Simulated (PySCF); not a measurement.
Input file for PySCF: R-HF/STO-3G on CdH3N (SMILES [NH2][CdH]), a point of a bond scan (R = 2.027 Å).

```python
from pyscf import gto, scf, dft, mp
from pyscf.data.elements import chemcore

mol = gto.M(
    atom='''
    Cd   -0.19315055   -0.04077904   -0.22746535
    H    -1.20927786   -0.23635281   -1.52039316
    N     1.16167798    0.26842501    1.25041043
    H     1.83645470   -1.41949363    2.14682487
    H     0.84969212    0.89030603    1.98723929
    ''',
    basis='sto-3g',
    charge=0, spin=0, verbose=3, max_memory=1800)
mf = scf.RHF(mol)
mf.conv_tol = 1e-8
mf.max_cycle = 100
mf.kernel()
if not mf.converged:
    mf = mf.newton().run(mf.mo_coeff, mf.mo_occ)
```

**Question.** Give the final energy of this run.

**Answer.** -5466.8075 hartree.
